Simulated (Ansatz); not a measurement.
Input file for Ansatz (a program for electronic structure): U-B2PLYP/def2-TZVPP on H3IrO3 (SMILES [OH][Ir]([OH])[OH]), 2S+1 = 5, a spin state set in the input, which need not be the lowest. Elements past Kr take the def2 small-core potentials; no spin–orbit coupling.

Ansatz 0.2 input:
```yaml
crystal:
  periodic: [false, false, false]
  atoms:
    - {symbol: Ir, position_ang: [-0.48941445, 0.18563672, 0.21830333]}
    - {symbol: O, position_ang: [1.43079969, -0.37714327, -0.04653844]}
    - {symbol: H, position_ang: [1.84641743, 0.01824645, -0.82727926]}
    - {symbol: O, position_ang: [-0.71260547, -0.86905317, 1.78614174]}
    - {symbol: H, position_ang: [-0.00965431, -1.51062219, 1.96050991]}
    - {symbol: O, position_ang: [-0.72403089, 1.30551716, -1.30653906]}
    - {symbol: H, position_ang: [-1.44331994, 1.17191476, -1.93368647]}
basis:
  gaussian:
    orbitals: def2-TZVPP
hamiltonian:
  xc: {name: B2PLYP}
magnetization: {spin_polarized: true, initial_magnetization: 4}
correlation: {electrons: valence}
```

The head of its log:

```
WARN ansatz: RAYON_NUM_THREADS=4 ignored (pool sized by the plan → 4); use --threads N
Functional definition: B2PLYP
integrals: 0.34 GiB planned
1222 factors; integrals over basis functions are off by at most 1.0e-3 eV
mean field: 1.46 GiB planned
mean field evaluation 1: about -9002.1377 eV, gradient 5.4e1 eV
mean field evaluation 2: about -9002.3994 eV, gradient 5.4e1 eV
mean field evaluation 4: about -9010.6793 eV, gradient 1.6e1 eV
mean field evaluation 8: about -9011.6551 eV, gradient 5.8e-1 eV
mean field evaluation 16: about -9011.6794 eV, gradient 2.4e-2 eV
mean field evaluation 32: about -9011.6795 eV, gradient 6.6e-4 eV
mean field evaluation 64: about -9010.8402 eV, gradient 7.0e0 eV
mean field -9011.67946961 eV, -331.1731121723 hartree, gradient 7.3e-6 eV, S^2 6.026632; 8 other end points of the search recorded, 0 dependent functions left out
3 core orbitals not correlated
reference -9011.67961671 eV, -331.1731175784 hartree; 21, 17 occupied and 167, 171 virtual orbitals, 1222 factors
```

Question: Give the final energy of this run.

Answer: -331.5945 hartree.
